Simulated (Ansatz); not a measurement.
Question: Name a neutral molecule of C, Ge, S, Si and H with size of the dipole moment (PBE/def2-TZVPP) between 1.90 and 2.20 D and HOMO energy (PBE/def2-TZVPP) between -5.70 and -5.40 eV (Ansatz, PBE0-D4/def2-TZVP geometry).

Answer: `[SiH3][GeH]1[CH2][S]1` (2.09 D, -5.46 eV); `[SiH3][CH]1[S][GeH2]1` (1.99 D, -5.63 eV). Other molecules can fit too; these were computed, each in one conformer that needn't be the lowest.
